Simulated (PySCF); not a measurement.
# Diatomics of Na with the alkali metals

PBE0 with double-zeta basis sets in PySCF, for the lowest determinant that a PBE0 search found; no spin–orbit coupling. De refers to high-spin ground-configuration atoms. A positive dipole means M(−)Na(+).

```json
{"M": "Li", "basis": "jorge-DZP-DKH", "state (unpaired electrons)": "singlet (closed shell)", "Re (Å)": "2.917", "ωe (cm⁻¹)": "253", "De (eV)": "0.74", "μ (D)": "0.38"}
{"M": "Na", "basis": "x2c-SVPall", "state (unpaired electrons)": "singlet (closed shell)", "Re (Å)": "3.122", "ωe (cm⁻¹)": "160", "De (eV)": "0.71", "μ (D)": "n/a"}
{"M": "K", "basis": "def2-SVPD", "state (unpaired electrons)": "singlet (closed shell)", "Re (Å)": "3.572", "ωe (cm⁻¹)": "122", "De (eV)": "0.62", "μ (D)": "-2.83"}
{"M": "Rb", "basis": "def2-SVP", "state (unpaired electrons)": "singlet (closed shell)", "Re (Å)": "3.714", "ωe (cm⁻¹)": "105", "De (eV)": "0.58", "μ (D)": "-3.28"}
{"M": "Cs", "basis": "def2-SVP", "state (unpaired electrons)": "singlet (closed shell)", "Re (Å)": "3.934", "ωe (cm⁻¹)": "95.5", "De (eV)": "0.57", "μ (D)": "-4.52"}
```

The shortest bond is that of NaLi (2.917 Å), the longest that of CsNa (3.934 Å).

The rows differ in basis set, which adds steps of its own.

Down a group the atoms grow and get heavier, so bonds lengthen and wavenumbers fall; this series shows no clear exception.

Closed-shell solutions of metal pairs were not tested for spin polarisation, which can lower them a little. Spin–orbit coupling is left out.
